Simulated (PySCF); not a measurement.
**Exercise with solution: chemical shift, span and skew from a shielding tensor**

C2H4Cl2Ge, SMILES C=[CH][GeH]([Cl])[Cl]. Atoms are numbered in the order given.

```xyz
9

Ge     0.1219    -0.3077    -0.3869
Cl     0.4363     1.8296    -0.4788
Cl     1.3111    -1.0949     1.2396
C     -1.7370    -0.6283    -0.0052
C     -2.6323     0.3591     0.1146
H      0.6818    -0.9161    -1.6741
H     -2.0405    -1.6754     0.1269
H     -3.6852     0.1515     0.3387
H     -2.3470     1.4110    -0.0024
```

Geometry: r2SCAN-D4/def2-SVP. This is a generated structure with no PubChem entry under its InChIKey; it may be hypothetical. One conformer was computed; it need not be the lowest.

GIAO shieldings from PBE/pcSseg-1 (PySCF), non-relativistic, no solvent. The symmetric part of the tensor of C4 has the principal values -66.1, 34.3, 145.9 ppm. The same nucleus in TMS has σ = 182.0 ppm at this level (PySCF, at its B3LYP-D3(BJ)/def2-TZVP geometry). Without spin–orbit terms, shifts of atoms bonded to Cl or Br come out too high.

Task: Work out the isotropic shielding, the ¹³C shift against TMS, the span and the skew.

Result: 
σ(iso) = (σ11 + σ22 + σ33)/3 = 38.0 ppm. δ = σ(ref) − σ(iso) = 182.0 − (38.0) = 144.0 ppm.
Span Ω = σ33 − σ11 = 212.0 ppm. Skew κ = 3(σ(iso) − σ22)/Ω = 0.05. Tumbling in solution averages the tensor to δ; in a static solid the shielding alone would spread this spin-1/2 line over Ω.
